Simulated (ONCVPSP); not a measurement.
**Pseudopotential generation for argon: ONCV, PW91, scalar-relativistic.**

| Property | Result |
| --- | --- |
| Element | Ar (Z = 18) |
| Generator | ONCVPSP 4.0.1 |
| Type | optimised norm-conserving Vanderbilt (ONCV) |
| Functional | PW91 |
| Relativity | scalar-relativistic |
| Frozen core | [Ne] |
| Valence charge | 8 |
| Reference configuration | 3s2 3p6 |
| Partial waves | 3s: rc 1.15 bohr, ncon 4, nbas 7, qcut 5.8 1/bohr, 1 projector; 3p: rc 0.95 bohr, ncon 3, nbas 7, qcut 9.6 1/bohr, 2 projectors, debl 3.1 Ha; d scattering state at 0.04 Ha: rc 0.95 bohr, ncon 3, nbas 6, qcut 11.2 1/bohr, local |
| Local potential | the d channel |
| Core correction | Teter function, fcfact 3.75, rcfact 1.25 |

Task: Does the generator finish with these settings?

Result: Yes, a potential is produced and its reference levels are reproduced.

Task: Estimate the cutoffs (Ha) at which the residual kinetic energy of the hardest occupied pseudo-wave falls to 1 and 0.1 mHa per electron.

Result: 37 Ha and 167 Ha.

Task: Does the potential have ghost states?

Result: Ghosts flagged at negative energy: p at -115.0 eV, s at -19.7 eV; no localised positive-energy state flagged. A true bound ghost makes a file unfit for plane-wave use.

Task: Which valence shell sets the plane-wave cutoff?

Result: 3p: 37 Ha for 1 mHa per electron, against 23 Ha for 3s.

Its largest configuration-test error is +593 meV (3s2 3p3). 1 of 4 tests not solved or not reliable.
